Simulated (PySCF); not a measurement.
**Successive ionisation energies of dysprosium**

Calculated with PySCF 2.14, two-component X2C-1e (Gaussian nucleus, no Breit or QED terms), each ion in its own even-tempered basis; GMP2 freezes the deep shells of the larger ions and drops the highest virtual spinors; eV.

| ion | configuration | GHF (spin-free) | GHF (screened spin-orbit) | GMP2 (screened spin-orbit) | NIST | kind |
| --- | --- | --- | --- | --- | --- | --- |
| Dy⁶⁰⁺ | [He] 2s2 2p2 | 13590.6 | 14163.4 | 14165.7 | 14144 ± 10 | theoretical |
| Dy⁶¹⁺ | [He] 2s2 2p1 | 13888.0 | 14510.5 | 14508.3 | 14495 ± 12 | theoretical |
| Dy⁶²⁺ | [He] 2s2 | 14954.2 | 14954.2 | 14960.7 | 14936 ± 15 | theoretical |
| Dy⁶³⁺ | [He] 2s1 | 15245.5 | 15245.5 | 15245.7 | 15228.06 ± 0.11 | theoretical |
| Dy⁶⁴⁺ | 1s2 | 61872.2 | 61872.2 | 61874.0 | 61736.62 ± 0.1 | theoretical |
| Dy⁶⁵⁺ | 1s1 | 63158.7 | 63158.7 | 63158.7 | 63073.23 ± 0.1 | theoretical |

Q: Where is the largest relative jump?

A: From Dy⁶³⁺ to Dy⁶⁴⁺: 15245.7 to 61874.0 eV, where the electron removed from 1s2 comes from a deeper shell or subshell.
